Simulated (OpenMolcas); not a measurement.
**Cl IV: the spin-orbit constant, Slater's ratio, worked from levels**

```
Program             : OpenMolcas
Basis               : ANO-RCC-VTZP [5s4p2d1f]
Scalar Hamiltonian  : DKH2, point nucleus
Active space        : 4 electrons in 8 orbitals (3s 3p 4s 4p)
State averaging     : 2S+1 = 3 even, 3 roots; 2S+1 = 1 even, 11 roots; 2S+1 = 5 odd, 1 root; 2S+1 = 3 odd, 9 roots; 2S+1 = 1 odd, 8 roots
Spin-orbit coupling : state interaction with AMFI integrals over the reference wave functions, term energies averaged over their components
```

Methods: CASSCF; MS-CASPT2, IPEA 0.25 Eh, imaginary shift 0.1 Eh (closed shells correlated: 2s 2p). Measured levels: Moore, Atomic Energy Levels, vol. I, NSRDS-NBS 35 (1971 reprint of NBS Circular 467, 1949).

**The spin-orbit constant.** For the Hund term ³P of p2, E(J) = (A/2) J(J+1) + constant and ζ = 2S·A = 2A. From J = 0 to J = 2 the energy changes by 3 A.

| Source | E(2) - E(0) | A | ζ |
| --- | --- | --- | --- |
| CASSCF | 1236.5 | 412.2 | 824 |
| MS-CASPT2 | 1229.7 | 409.9 | 820 |
| measured | 1341.0 | 447.0 | 894 |

All in cm-1. MS-CASPT2 is off by -8.3 % and CASSCF by -7.8 %. Both methods take the spin-orbit matrix elements from the reference wave functions, so the second can move ζ only through the term energies and any multistate remixing. Second-order mixing with other terms is absorbed into this ζ.

**Slater's ratio.** With one set of orbitals, p2 has ¹D - ³P = 6 F2 and ¹S - ¹D = 9 F2 (F2 = F²/25), a ratio of 3/2. Term energies are centres of gravity, weighted by 2J + 1.

```tsv
Source	¹D - ³P	¹S - ³P	F2 from the first	Ratio
CASSCF	15774	29200	2629	0.851
MS-CASPT2	13226	31098	2204	1.351
measured	12857	31641	2143	1.461
```

Energies in cm-1. A ratio away from 3/2 shows effects beyond one configuration with one set of orbitals, and in heavier atoms second-order spin-orbit shifts. In CASSCF the valence s occupation is 1.91 in ¹S against 1.97 in ¹D: mixing out of s² acts most on ¹S and pulls it down.

CASPT2 does not keep the components of a term degenerate, so their means are used; among the terms shown or strongly mixed into the levels shown the widest spread is 85 cm-1 (3s² 3p² ¹D, MS-CASPT2). Over all roots computed the reference weight is 0.84 to 0.99 in MS-CASPT2; the roots of lowest weight are the least certain, and an intruder state may touch them. Active for correlation alone: 4p 4s; no level in the range computed is led by a configuration that fills them, so any true level of that kind is missing. Measured partners are found by configuration, term and J. A level has none where our copy of the source lacks it or the pairing is in doubt (some pairs that miss far off the trend of their configuration count as doubtful), and it then counts in no deviation. Levels of configurations outside the active space are missing.
